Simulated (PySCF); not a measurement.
## Working out the ionisation energy of Ti¹²⁺

Ti¹²⁺ [Ne] (1S) → Ti¹³⁺ [He] 2s2 2p5 (2P). Computed with PySCF 2.14 in an uncontracted even-tempered set (20 s from 1.8 bohr⁻², ratio 2.2; 12 p from 2.4 bohr⁻², ratio 2.2; 6 d from 14 bohr⁻², ratio 2.4; 5 f from 22 bohr⁻², ratio 2.4; 5 g from 32 bohr⁻², ratio 2.4), with the spin-free X2C one-electron Hamiltonian (Gaussian nucleus). Frozen: nothing; the 15 highest virtual orbitals dropped. Energies in hartree (1 hartree = 27.21139 eV):

```
             part  Ti¹²⁺ (lower)  Ti¹³⁺ (upper)
              UHF    -795.019075    -766.056983
MP2 opposite-spin      -0.292395      -0.251699
    MP2 same-spin      -0.089671      -0.069219
```

**Question.** What does Hartree-Fock give?

**Answer.** (-766.056983) − (-795.019075) = 28.962092 hartree = 788.099 eV.

**Question.** What do MP2 and SCS-MP2 (6/5 opposite-spin, 1/3 same-spin) give?

**Answer.** The opposite-spin parts differ by 1.107 eV and the same-spin parts by 0.557 eV. MP2: 788.099 + (1.107) + (0.557) = 789.763 eV. SCS-MP2: 788.099 + 1.2 × (1.107) + (0.557)/3 = 789.613 eV.

A first-order spin-orbit estimate adds -1.952 eV to MP2 (all electrons), giving 787.811 eV against 787.67 eV (measured; NIST Atomic Spectra Database, ionization energies).

What remains against the reference includes basis incompleteness and correlation beyond second order.
